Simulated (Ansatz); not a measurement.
Species: C$_{3}$H$_{10}$GeN, charge 0, multiplicity 2. It need not be the lowest isomer of its formula. 
Structure (B3LYP-D3(BJ)/def2-TZVP (Ansatz, an electronic-structure program) minimum search):
SMILES: [CH2][Ge]([CH3])([CH3])[NH2]
```xyz
15

C      0.3595    -1.2578    -1.4621
Ge     0.0030    -0.0229    -0.0213
C     -1.8726     0.5794    -0.1239
C      1.2013     1.5353    -0.0475
N      0.4243    -0.9428     1.5409
H     -0.1671    -1.2196    -2.4088
H      1.1296    -2.0163    -1.3831
H     -2.5510    -0.2704    -0.0461
H     -2.0590     1.0862    -1.0723
H     -2.0904     1.2745     0.6878
H      2.2386     1.2069     0.0040
H      0.9934     2.1817     0.8067
H      1.0570     2.1121    -0.9610
H     -0.1189    -1.7836     1.6897
H      0.3733    -0.3805     2.3809
```
Charge 0, spin multiplicity 2.

Quantity: atomisation energy (electronic, to ground-state atoms), in eV. Cores are frozen in the correlated levels unless marked. Open shells are spin-unrestricted. Spin-orbit coupling is left out. Frozen are the shells of the preceding noble gas and the d and f shells that filled before the atom's block. Non-relativistic. The coupled-cluster limit lacks core correlation, which all-electron functionals hold. Basis-set limits of correlation are two-point, X^-3; Hartree-Fock from the larger set. [CCSD(T)-MP2]/basis is that difference in the basis named.

| level | program | atomisation energy (eV) | minus last row |
|---|---|---|---|
| HF/6-31G* | Ansatz | 40.21 | -15.14 |
| HF/cc-pVTZ | Ansatz | 40.85 | -14.50 |
| BLYP/def2-TZVPD | Ansatz | 54.45 | -0.90 |
| PBE0/6-31G* | Ansatz | 54.77 | -0.58 |
| PBE0-D4/def2-TZVPD | Ansatz + dftd4 | 55.51 | 0.16 |
| r2SCANh-D4/def2-TZVPD | Ansatz + dftd4 | 55.28 | -0.07 |
| r2SCAN0/def2-TZVPD | Ansatz | 54.86 | -0.49 |
| HSE06-D3(BJ)/def2-TZVPD | Ansatz + dftd3 | 55.51 | 0.16 |
| LC-wPBE-D3(BJ)/def2-TZVPD | Ansatz + dftd3 | 55.55 | 0.20 |
| B2PLYP-D3(BJ)/def2-TZVPD | Ansatz + dftd3 | 54.83 | -0.52 |
| B2PLYP-D4/def2-TZVPD | Ansatz + dftd4 | 54.78 | -0.57 |
| MP2/STO-3G | Ansatz | 57.44 | 2.09 |
| SCS-MP2/cc-pVQZ | Ansatz | 55.31 | -0.04 |
| RI-MP2/CBS(cc-pVTZ,cc-pVQZ)+[CCSD(T)-MP2]/cc-pVDZ | Ansatz | 55.40 | 0.05 |
| CCSD(T)/CBS(cc-pVTZ,cc-pVQZ) | Ansatz | 55.35 | 0.00 |
